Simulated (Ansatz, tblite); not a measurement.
Cost and result up the ladder for Rb₃H₄⁻ (the lowest singlet isomer of a short search) (7 atoms). Charge -1, multiplicity 1. Geometry: PBE0-D4/def2-TZVPD.

Cartesian coordinates in Å:
```
Rb 1.482 0.113 -1.739
Rb -1.491 -1.733 0.103
Rb 0.297 1.347 1.827
H 1.165 -1.108 0.772
H -2.225 0.206 1.940
H 1.509 2.522 -0.370
H -0.735 -1.346 -2.534
```

Ansatz on 4 threads of AMD EPYC 9R45 on a shared host; xTB runs through tblite on one thread. Times are rough, summed over both states, and most runs start from the orbitals of an earlier one. PBE0-D4/def2-TZVPD serves as the yardstick here, not as an exact answer. The other state is a triplet.

In the def2 sets Rb takes a core potential; there is no spin–orbit coupling. The xTB rows come from tblite. HOMO above LUMO, or a gap near zero within one spin, warns that the state may not be the lowest or that an electron is smeared out. The structure comes from a short search, and lower isomers may exist.

Run but left out: PBE-D4/def2-TZVPD (triplet: an occupied level 0.01 eV above an empty one).

xTB has no spin-polarisation term.

```
               level  functions  wall time  vertical triplet (eV)  difference from PBE0-D4/def2-TZVPD (eV)                                                             remarks
            GFN1-xTB         20    0.003 s                   3.60                                     1.14                                                                   –
            GFN2-xTB         16    0.004 s                   3.98                                     1.53                                                                   –
  PBE0-D4/def2-TZVPD        135      4.9 s                   2.45                                     0.00                                           HOMO above zero (triplet)
r2SCAN-D4/def2-TZVPD        135      6.5 s                   2.17                                    -0.29  HOMO above zero (triplet), gap within one spin near zero (triplet)
```
